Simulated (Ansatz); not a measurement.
## Four-centre ligand exchange

Start structure (AlAsH5F, closed shell), relaxed at PBE0-D4/def2-TZVP:

```xyz
8
angstrom
Al -0.0807 -0.1204 -1.3086
F -1.5593 -0.8561 -1.4671
H 1.1847 -1.0632 -1.3140
H -0.0490 1.4493 -1.4678
H -0.9370 -0.4059 0.8989
As -0.0123 0.1164 2.0034
H 0.2419 1.4236 1.2682
H 1.2116 -0.5440 1.3870
```

The step: AlH₂F ([F][AlH2]) + AsH₃ → AlAsH₄ ([AlH2][AsH2]) + HF (still joined by a long Al–F bond); bonds formed: Al1–As6, F2–H5; bonds broken: H5–As6; bonds weakened to dative contacts: Al1–F2. Program: Ansatz 0.2.0. Basis: def2-TZVPP and def2-QZVPP. Cores are frozen in the correlated methods. Filled d shells of the heavier atoms are correlated. The def2 sets are not built for correlating such inner shells, so the correlated values are less sure here. Extrapolation: Hartree–Fock as exp(−7.88 √X), correlation as X^−2.97. Energies below are by CCSD(T) at an estimated basis limit (MP2 extrapolated from triple and quadruple zeta, plus CCSD(T) − MP2 in triple zeta).

(1) What are the electronic barrier and the energy of the step, from the start structure to the end structure? (Judge from chemistry; the value comes from the calculation.)

No T1 diagnostic of these runs exceeds 0.012. The start structure is not quite a true minimum (one mode of 74i cm⁻¹).

Answers

(1) By the calculation: Barrier 30.08 kcal/mol; step energy 24.08 kcal/mol (uphill); reverse barrier, their difference, 6.00 kcal/mol. Barrier and step energy count from the start structure, the reverse barrier from the end structure.

The saddle point: One imaginary mode of 569i cm⁻¹.
```
   pair  start (Å)  saddle (Å)  end (Å)
Al1–As6       3.32        2.65     2.47
  F2–H5       2.49        1.09     0.95
 Al1–F2       1.66        1.90     2.11
 H5–As6       1.53        1.93     2.43
```

Zero-point energy (harmonic, PBE0-D4): ZPE is 24.39 kcal/mol at the start and 23.78 kcal/mol at the saddle, so the barrier goes from 30.08 to 29.48 kcal/mol.

Labels in which every atom is bracketed show which atoms are joined, not bond orders.

For scale, one of the runs: CCSD(T)/def2-TZVPP, 191 basis functions (an equivalent command: `ansatz run in.yaml --threads 4`). The run took 46 s on 4 CPU threads (shared host), with 2 GiB of host memory at its peak.
